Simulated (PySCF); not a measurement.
```xyz
7

S     -0.3901     2.2161     0.0648
Ga     0.3232     0.1243    -0.0162
S     -1.0138    -1.6349     0.1313
S      2.4963    -0.1918    -0.2588
H     -1.6814     1.8758     0.2138
H     -2.1385    -0.9088     0.2476
H      2.3907    -1.5320    -0.2526
```

Charge 0, multiplicity 1.

Give the Mulliken and meta-Löwdin atomic charges from PBE-D3(BJ)/def2-TZVP // B3LYP-D3(BJ)/def2-TZVP (PySCF).


```tsv
atom	Mulliken (e)	meta-Löwdin (e)
S1	-0.28	-0.24
Ga2	0.37	0.38
S3	-0.28	-0.25
S4	-0.29	-0.24
H5	0.15	0.11
H6	0.16	0.12
H7	0.16	0.12
```
